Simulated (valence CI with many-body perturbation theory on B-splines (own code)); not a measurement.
# Run record, Pm XLI

Computed by configuration interaction combined with many-body perturbation theory (CI+MBPT): three valence electrons over a frozen Dirac-Fock core [Ar], radial functions for each j: 6 s, 6 p, 5 d, 5 f, 1 g, with the one-electron correlation potential Σ1 (screened to all orders), the two-electron term Σ2, the three-electron term Σ3, Breit, model QED; selected single and double excitations, second order for the rest, scaled by the run's own slope (own B-spline code, finite nucleus).

Command, and the settings that its task file holds:

```sh
python run_cv.py task.json out
```

```
atom Pm  Z=61  mass_number=145  rms_radius_fm=4.9620
core [Ar]
valence 3d3
avg = 1
basis = S
breit = 1
cap = 10000
capref = 1200
cscale = 1
de = 0.0
dress = 0
eps = 2e-08
extrap = 1
h = 0.27
hh = 1
l2 = 2
lcore = 6
maxit = 60
n2 = 5
natural = 1
nlev = 20
nno = [3, 3, 3, 3, 1]
nroot = 26
nsp = [3, 3, 2, 2, 0]
pt2 = 1
qed = 1
rpa = 1
s1 = 1
s2 = 1
s3 = 1
screen = 1
tol = 2e-05
whole = 1
```

It took 14 s on 1 thread of Intel(R) Xeon(R) Platinum 8488C (Sapphire Rapids), on a shared host.

Log. The first blocks belong to the next ion, which gives the ionisation energy. Fields: 2J, parity (1 odd), roots, reference size, generating configurations, candidates as configurations/state functions, variational space P, stored matrix elements, Davidson steps; e2 is the range of second-order energies in hartree. The first line gives the box (bohr), its intervals, the orbitals and the steps of their self-consistent field. Window is the range of levels sought, series limit the energy at which the first omitted orbital would enter, core excitation an estimate of the first excitation out of the core, left out the lowest levels not solved, and shifts from estimates the range by which levels moved from their first estimate, all in cm⁻¹.

```
rmax 2.8 intervals 57 orbitals 40 references ['3d3', '3d2 4s', '3d2 4p'] scf 3 t 0.9
2J=4 par=0 roots 2 ref 42 generators 3 cand 287/287 P 329/329 nnz 0 it 0
2J=4 par=0 roots 2 ref 42 generators 3 cand 6/6 P 335/335 nnz 0 it 0
   second order: generators 6 cand 0/0 e2 -0.00000 -0.00000
2J=0 par=0 roots 2 ref 17 generators 2 cand 106/106 P 123/123 nnz 0 it 0
2J=0 par=0 roots 2 ref 17 generators 2 cand 2/2 P 125/125 nnz 0 it 0
   second order: generators 3 cand 0/0 e2 -0.00000 -0.00000
2J=6 par=0 roots 2 ref 32 generators 2 cand 241/241 P 273/273 nnz 0 it 0
2J=6 par=0 roots 2 ref 32 generators 4 cand 3/3 P 276/276 nnz 0 it 0
   second order: generators 9 cand 6/6 e2 -0.00000 -0.00000
reference levels 431, estimated 19, window 854090 1/cm; series limit 16207806, core excitation 1796804
2J=3 par=0 roots 5 ref 31 generators 4 cand 103/227 P 759/1838 nnz 0 it 4
2J=3 par=0 roots 5 ref 31 generators 4 cand 48/105 P 807/1943 nnz 0 it 4
   second order: generators 5 cand 381/952 e2 -0.00000 -0.00000
2J=5 par=0 roots 5 ref 33 generators 3 cand 119/298 P 751/2103 nnz 0 it 3
2J=5 par=0 roots 5 ref 33 generators 3 cand 54/130 P 805/2233 nnz 0 it 3
   second order: generators 5 cand 761/2094 e2 -0.00000 -0.00000
2J=7 par=0 roots 3 ref 25 generators 2 cand 128/306 P 695/1916 nnz 0 it 3
2J=7 par=0 roots 3 ref 25 generators 2 cand 50/116 P 745/2032 nnz 0 it 3
   second order: generators 2 cand 23/49 e2 -0.00000 -0.00000
2J=9 par=0 roots 3 ref 18 generators 3 cand 92/199 P 622/1513 nnz 0 it 3
2J=9 par=0 roots 3 ref 18 generators 3 cand 35/68 P 657/1581 nnz 0 it 3
   second order: generators 3 cand 8/34 e2 -0.00000 -0.00000
2J=1 par=0 roots 2 ref 19 generators 2 cand 103/160 P 678/1073 nnz 0 it 0
2J=1 par=0 roots 2 ref 19 generators 2 cand 21/33 P 699/1106 nnz 0 it 0
   second order: generators 2 cand 21/21 e2 -0.00000 -0.00000
2J=11 par=0 roots 1 ref 6 generators 1 cand 58/114 P 437/945 nnz 0 it 0
2J=11 par=0 roots 1 ref 6 generators 1 cand 18/31 P 455/976 nnz 0 it 0
   second order: generators 1 cand 47/67 e2 -0.00000 -0.00000
left out: unestimated 9759271, estimated none, shifts from estimates -0 to 0
operators 1.9
```

The Davidson iterations converged.

The last digits are not significant, and no measured levels were compared; by estimate large intervals hold to a few tenths of a per cent, small ones and those within an open d or f shell to about a per cent. Only levels of the ground parity were solved; by the run's estimate the other parity begins above the list, which can be wrong where configurations are misplaced.

```yaml
Valence_energy: -342.9002 hartree
Ionisation_energy: "2998.2 eV (NIST: 2997 ± 4 eV (theoretical))"
Reference_configurations_for_the_orbitals: 3d3, 3d2 4s, 3d2 4p
Radial_orbitals: 40
Box_radius: 2.795 bohr
Largest_variational_space: 2233
Lowest_levels: (3d3/2^3) J=3/2 0.000, (3d3/2^2 3d5/2) J=5/2 [a] 22.858, (3d3/2^2 3d5/2) J=3/2 28.490, (3d3/2^2 3d5/2) J=7/2 30.151, (3d3/2^2 3d5/2) J=9/2 31.228, (3d3/2^2 3d5/2) J=1/2 32.307, (3d3/2^2 3d5/2) J=5/2 [b] 47.618, (3d3/2 3d5/2^2) J=7/2 [a] 53.312, (3d3/2 3d5/2^2) J=9/2 56.228, (3d3/2 3d5/2^2) J=3/2 [a] 60.279, (3d3/2 3d5/2^2) J=1/2 62.441, (3d3/2 3d5/2^2) J=11/2 64.158, (3d3/2 3d5/2^2) J=5/2 [a] 65.677, (3d3/2 3d5/2^2) J=5/2 [b] 69.749 eV
```

Levels are named by their leading jj configuration (3d3/2^4 stands for four electrons in 3d with j = 3/2), which in mixed levels can hold well under half, so a name can repeat and another be missing. Letters in brackets count levels of one name in rising energy.
